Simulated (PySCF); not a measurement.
**Ionisation energy along the 9-electron series**

Calculated with PySCF 2.14 and a two-component X2C-1e Hamiltonian (Gaussian nucleus, no Breit or QED terms), each ion in its own even-tempered basis scaled to its charge; GMP2 freezes nothing and drops the highest virtual spinors. Values in eV. NIST values: (m) measured, (s) semi-empirical, (t) theoretical.

```json
{"ion": "Cd³⁹⁺", "configuration": "[He] 2s2 2p5", "GHF (spin-free)": "6094.1", "GMP2 (spin-free)": "6095.7", "GHF (screened spin-orbit)": "6036.2", "GMP2 (screened spin-orbit)": "6037.7", "NIST": "6039 ± 9 (s)"}
{"ion": "In⁴⁰⁺", "configuration": "[He] 2s2 2p5", "GHF (spin-free)": "6392.4", "GMP2 (spin-free)": "6394.0", "GHF (screened spin-orbit)": "6328.7", "GMP2 (screened spin-orbit)": "6330.2", "NIST": "6331 ± 10 (s)"}
{"ion": "Sn⁴¹⁺", "configuration": "[He] 2s2 2p5", "GHF (spin-free)": "6698.1", "GMP2 (spin-free)": "6699.7", "GHF (screened spin-orbit)": "6628.2", "GMP2 (screened spin-orbit)": "6629.7", "NIST": "6631 ± 10 (s)"}
```

Between Z = 48 and Z = 50 the GMP2 (screened spin-orbit) value grows as Z to the power 2.29.
